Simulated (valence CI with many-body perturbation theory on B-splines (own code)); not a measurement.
## Nb⁸⁺: calculated level list

Level of theory: relativistic CI+MBPT: five valence electrons over a frozen Dirac-Fock core [Ar] 3d10, radial functions for each j: 11 s, 11 p, 10 d, 8 f, 5 g, 2 h, with the one-electron correlation potential Σ1, the two-electron term Σ2, the three-electron term Σ3, Breit, model QED; selected CI, second order for the rest (own B-spline code, finite nucleus).

No measured levels were compared; by estimate levels hold to about 250 cm⁻¹ or 0.2 % of their energy and the worst to 1 %, as in measured heavy ions of charge 2 to 7; those with d or f electrons hold less well. Among the levels kept, up to 2900 cm⁻¹ of a level comes from second order outside the variational space, and about a tenth of that is noise between levels of different J, which matters for small intervals.

Levels 91 to 135 of 175, with energies above the lowest level, 4s2 4p3 4S°_3/2. "Leading %" is the weight of the configuration and term that name the level; weights of strongly mixed levels are sums over their largest components and can fall short.

```csv
No.,Configuration,Term,J,E (eV),Leading %,g,Second component
91,4s 4p3 4d,2D°,3/2,74.902,77,0.829,5 % 4s2 4p2 4f 2D°
92,4s 4p3 4d,2G°,7/2,75.026,31,1.081,23 % 4s 4p3 4d 2F°
93,4s 4p3 4d,2D°,5/2,75.050,32,1.243,23 % 4s 4p3 4d 4D°
94,4s 4p3 4d,4D°,1/2,75.195,32,1.068,30 % 4s 4p3 4d 4P°
95,4s 4p3 4d,4D°,5/2,75.564,49,1.323,7 % 4s 4p3 4d 4P°
96,4s 4p3 4d,4D°,3/2,75.590,72,1.202,8 % 4s 4p3 4d 2P°
97,4s 4p3 4d,2G°,9/2,75.962,62,1.126,15 % 4s2 4p2 4f 2G°
98,4s 4p3 4d,2P°,3/2,75.990,58,1.348,11 % 4p5 2P°
99,4s 4p3 4d,4D°,1/2,76.261,45,0.376,22 % 4s 4p3 4d 2P°
100,4s 4p3 4d,2F°,5/2,76.442,81,0.885,6 % 4s2 4p 4d2 2F°
101,4s 4p3 4d,4D°,7/2,76.791,34,1.255,26 % 4s 4p3 4d 2F°
102,4s 4p3 4d,4D°,5/2,77.288,60,1.321,17 % 4s2 4p2 4f 4D°
103,4s 4p3 4d,4D°,3/2,77.293,61,1.172,20 % 4s2 4p2 4f 4D°
104,4s 4p3 4d,4D°,1/2,77.315,43,0.206,17 % 4s2 4p2 4f 4D°
105,4s 4p3 4d,2F°,7/2,77.782,41,1.244,28 % 4s 4p3 4d 4D°
106,4s2 4p2 5p,4D°,1/2,77.946,31,0.883,26 % 4s2 4p2 5p 2S°
107,4s2 4p2 5s,2S,1/2,77.949,86,1.990,5 % 4s2 4p2 5s 4P
108,4s 4p3 4d,2D°,3/2,78.784,63,0.857,
109,4s2 4p2 5p,4D°,1/2,79.145,42,0.936,30 % 4s2 4p2 5p 2S°
110,4s2 4p2 5p,4D°,3/2,79.182,63,1.297,15 % 4s2 4p2 5p 4P°
111,4s 4p3 4d,2D°,5/2,79.205,54,1.167,17 % 4s2 4p2 4f 2D°
112,4s 4p3 4d,2F°,5/2,79.402,27,0.852,10 % 4s2 4p2 4f 4G°
113,4s 4p3 4d,2P°,1/2,79.597,50,0.813,10 % 4s2 4p2 5p 2S°
114,4s2 4p2 5p,2D°,3/2,80.111,39,1.114,19 % 4s2 4p2 5p 4D°
115,4s 4p3 4d,2F°,5/2,80.185,30,0.877,14 % 4s2 4p2 4f 2F°
116,4s2 4p2 5p,4D°,5/2,80.549,80,1.317,6 % 4s2 4p2 5p 2F°
117,4s 4p3 4d,2F°,7/2,80.551,22,1.107,18 % 4s2 4p2 4f 4G°
118,4s 4p3 4d,2D°,3/2,80.626,30,1.134,14 % 4s 4p3 4d 2P°
119,4s2 4p2 4f,4G°,5/2,80.724,30,0.756,22 % 4s2 4p 4d2 4G°
120,4s 4p3 4d,2F°,7/2,80.752,60,1.140,8 % 4s2 4p 4d2 2F°
121,4s 4p3 4d,2P°,3/2,80.926,42,1.285,10 % 4s2 4p2 5p 4S°
122,4s2 4p2 5p,2D°,5/2,80.943,46,1.321,36 % 4s2 4p2 5p 4P°
123,4s2 4p2 5p,4P°,1/2,81.058,75,2.393,11 % 4s2 4p2 5p 2S°
124,4s2 4p2 4f,4G°,7/2,81.100,27,1.096,23 % 4s 4p3 4d 2F°
125,4s2 4p2 5p,4S°,3/2,81.209,31,1.283,28 % 4s2 4p2 5p 2D°
126,4s2 4p2 5p,4D°,7/2,81.662,69,1.352,16 % 4s2 4p2 5p 2F°
127,4s2 4p2 4f,4G°,9/2,81.756,55,1.168,35 % 4s2 4p 4d2 4G°
128,4s2 4p2 5p,4P°,3/2,81.817,44,1.629,26 % 4s2 4p2 5p 4S°
129,4s 4p3 4d,2D°,5/2,82.091,56,1.215,7 % 4s2 4p2 4f 2D°
130,4s 4p3 4d,2S°,1/2,82.296,54,1.683,18 % 4s2 4p 4d2 2S°
131,4s2 4p2 5p,2P°,3/2,82.495,31,1.258,13 % 4s 4p3 4d 2P°
132,4s2 4p2 4f,4G°,11/2,82.525,53,1.244,28 % 4s2 4p 4d2 4G°
133,4s2 4p2 4f,2D°,5/2,82.603,39,1.143,12 % 4s 4p3 4d 2D°
134,4s 4p3 4d,2P°,3/2,82.750,22,1.185,18 % 4s2 4p2 5p 2P°
135,4s2 4p2 5p,4P°,5/2,82.823,25,1.214,25 % 4s2 4p2 5p 2F°
```

Names give the largest LS component (configuration and term), which can be under half, so a name can repeat, a term be missing and a line seem to break the LS rules; names also repeat where a configuration has a term twice.

Where two levels of one J and parity lie close, their mixing, g and order are uncertain.
